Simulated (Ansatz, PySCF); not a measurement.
Gas-phase reaction in SMILES: C[C@H]1CO1 → [CH3] (CH3) + [CH]1CO1 (the C-C bond at the site shown breaks; other sites are not compared here)
Each molecule is optimised on its own at B3LYP-D3(BJ)/def2-TZVP (Ansatz, a first-principles code).
Geometry of the first species:
```xyz
10

C     -1.5095     0.1353    -0.0295
C     -0.1424    -0.4792    -0.1055
C      1.0242     0.2621    -0.5856
O      0.8383     0.0192     0.8123
H     -2.0569    -0.2511     0.8326
H     -2.0846    -0.1000    -0.9282
H     -1.4388     1.2192     0.0666
H     -0.1200    -1.5621    -0.2107
H      0.9041     1.2970    -0.8935
H      1.8563    -0.2662    -1.0411
```

Quantity: bond dissociation energy (enthalpy at 298 K, with B3LYP-D3(BJ) rigid-rotor harmonic-oscillator terms from PySCF), in eV. Cores are frozen in the correlated levels unless marked. UHF or UKS for open shells. No spin-orbit coupling. No relativistic terms. CBS marks a two-point X^-3 extrapolation of the correlation energy; Hartree-Fock from the larger set. [CCSD(T)-MP2]/basis is that difference in the basis named.

| level | program | bond dissociation energy (eV) |
|---|---|---|
| HF/6-31G* | Ansatz | 3.09 |

Task: Predict the RI-MP2/CBS(cc-pVTZ,cc-pVQZ)+[CCSD(T)-MP2]/cc-pVTZ result (Ansatz).

Result: 4.22 eV
